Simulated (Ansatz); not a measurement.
Computed with Ansatz on PBE0-D4/def2-TZVP structures; ΔE is electronic, products minus reactants. CCSD(T)/CBS adds triple-zeta CCSD(T) − MP2 to the extrapolated MP2 energy (def2 sets, frozen cores). DFT in def2-TZVPP. B3LYP here is the variant with VWN-RPA as its local correlation; programs differ in this. Each species was taken in one conformer, which may not be the lowest.

Consider the ligand exchange at the Si–N bond: `CN[Si](F)(F)OC` + `CO[Si](S)(Cl)Cl` → `CO[Si](F)(F)S[Si](Cl)(Cl)OC` + CH₃NH₂.

`CN[Si](F)(F)OC`:

Z-matrix (Å, degrees):
```
C
N 1 1.448
H 1 1.095 2 112.6
H 1 1.091 2 109.7 3 -119.9
H 1 1.094 2 111.1 3 121.8
Si 2 1.674 1 126.4 3 104.5
H 2 1.006 1 115.0 3 -66.3
F 6 1.587 2 108.9 1 37.4
F 6 1.593 2 115.5 1 -77.8
O 6 1.612 2 108.2 1 161.0
C 10 1.413 6 126.5 2 160.2
H 11 1.091 10 108.1 6 -160.3
H 11 1.093 10 111.5 6 -40.6
H 11 1.094 10 110.5 6 80.8
```

`CO[Si](S)(Cl)Cl`:

```xyz
10

C     1.660   -0.034    0.384
O     0.371   -0.142    0.964
Si   -1.022   -0.212    0.153
S    -1.316    1.629   -0.847
Cl   -2.463   -0.603    1.526
Cl   -1.017   -1.738   -1.209
H     1.726    0.837   -0.274
H     2.377    0.077    1.196
H     1.901   -0.933   -0.188
H    -2.216    1.118   -1.705
```

`CO[Si](F)(F)S[Si](Cl)(Cl)OC`:

Z-matrix (Å, degrees):
```
C
O 1 1.417
H 1 1.093 2 110.6
H 1 1.090 2 107.7 3 -119.0
H 1 1.093 2 111.2 3 121.6
Si 2 1.605 1 127.2 3 -73.2
F 6 1.583 2 111.7 1 71.5
F 6 1.582 2 109.9 1 -44.9
S 6 2.106 2 105.0 1 -166.9
Si 9 2.114 6 98.7 2 -162.4
O 10 1.611 9 107.8 6 -36.4
Cl 10 2.036 9 107.2 6 -157.4
Cl 10 2.038 9 112.5 6 85.1
C 11 1.416 10 128.0 9 167.2
H 14 1.093 11 110.5 10 69.0
H 14 1.093 11 110.9 10 -52.6
H 14 1.089 11 107.4 10 -171.9
```

CH₃NH₂:

```xyz
7

C     0.238   -0.041    0.514
N    -0.565    0.279   -0.653
H     1.035   -0.781    0.349
H    -0.411   -0.422    1.307
H     0.703    0.871    0.895
H    -1.015   -0.551   -1.016
H     0.016    0.644   -1.397
```

| level | ΔE (kJ/mol) |
| --- | --- |
| B3LYP-D4 | 8.0 |
| PBE0 | 11.4 |
| SCS-MP2/def2-TZVPP | 13.7 |
| MP2/CBS(def2) | 7.2 |

**Question.** What does CCSD(T)/CBS give? (Best estimate.)

**Answer.** Computed: +11.3 kJ/mol. The listed levels differ from it by -3.3, 0.1, 2.4, -4.1 kJ/mol.

Largest T1 diagnostic among the species: 0.011.

The D4 term adds −11.9 kJ/mol with B3LYP and −7.3 kJ/mol with PBE0; it sums over pairs of atoms, weighted by their polarisabilities, and B3LYP, whose exchange is more repulsive, gets the larger term. In def2-TZVPP, CCSD(T) changes the Hartree–Fock value by −13.9 kJ/mol (the triples alone add −4.0 kJ/mol) and MP2 by −18.0 kJ/mol.
